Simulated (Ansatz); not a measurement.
Consider the redistribution: `O[SiH](O)[SiH2]Cl` + `C=CN([SiH3])C=O` → `C=CN([SiH3])[SiH2]Cl` + `O=C[SiH](O)O`.

Calculated with Ansatz (gas phase, PBE0-D4/def2-TZVP geometries, no zero-point term in ΔE). CCSD(T)/CBS adds triple-zeta CCSD(T) − MP2 to the extrapolated MP2 energy (def2 sets, frozen cores). One conformer a species, not always the lowest.

```csv
level,ΔE (kJ/mol)
MP2/def2-TZVPP,-21.7
SCS-MP2/def2-TZVPP,-23.2
CCSD(T)/def2-TZVPP,-17.3
MP2/CBS(def2),-22.8
```

Q: What does CCSD(T)/CBS give? (Estimate.)

A: Ansatz gave: -18.5 kJ/mol. The listed levels differ from it by -3.2, -4.7, 1.2, -4.3 kJ/mol.

Largest T1 diagnostic among the species: 0.015.

The D4 term adds −6.2 kJ/mol with B3LYP and −3.2 kJ/mol with PBE0; it sums over pairs of atoms, weighted by their polarisabilities, and B3LYP, whose exchange is more repulsive, gets the larger term. From PBE to PBE0 (25 % exact exchange), in def2-TZVPP and without D4, ΔE moves by −7.0 kJ/mol.

B3LYP here is the variant with VWN-RPA as its local correlation; programs differ in this.
